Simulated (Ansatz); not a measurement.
`[SiH3][SiH2]CCl` + `[NH2][GeH3]` → `[SiH3][SiH2][NH][GeH3]` + `CCl`  (ligand exchange at the Si–C bond)

Gas-phase electronic energies from Ansatz, PBE0-D4/def2-TZVP geometries. CCSD(T)/CBS is the MP2 limit (def2-TZVPP, def2-QZVPP) plus CCSD(T) − MP2 in def2-TZVPP, frozen cores. This one scheme is used for every species. Functionals use def2-TZVPP. For Ge outer-core shells are correlated without core-valence functions, which leaves a few kJ/mol of doubt a bond. Scalar relativity is left out up to krypton. Each species was taken in one conformer, which may not be the lowest.

```tsv
level	ΔE (kJ/mol)
PBE-D4	-54.1
HF/def2-TZVPP	-74.2
CCSD/def2-TZVPP	-65.2
CCSD/CBS(def2)	-64.5
```

**Question.** What does CCSD(T)/CBS give? (An estimate is asked.)

**Answer.** The calculation gave: -62.9 kJ/mol. The listed levels differ from it by 8.8, -11.3, -2.3, -1.6 kJ/mol.

Largest T1 diagnostic among the species: 0.012.

In def2-TZVPP, CCSD(T) changes the Hartree–Fock value by +10.6 kJ/mol (the triples alone add +1.6 kJ/mol) and MP2 by +9.0 kJ/mol. From PBE to PBE0 (25 % exact exchange), in def2-TZVPP and without D4, ΔE moves by −4.6 kJ/mol.
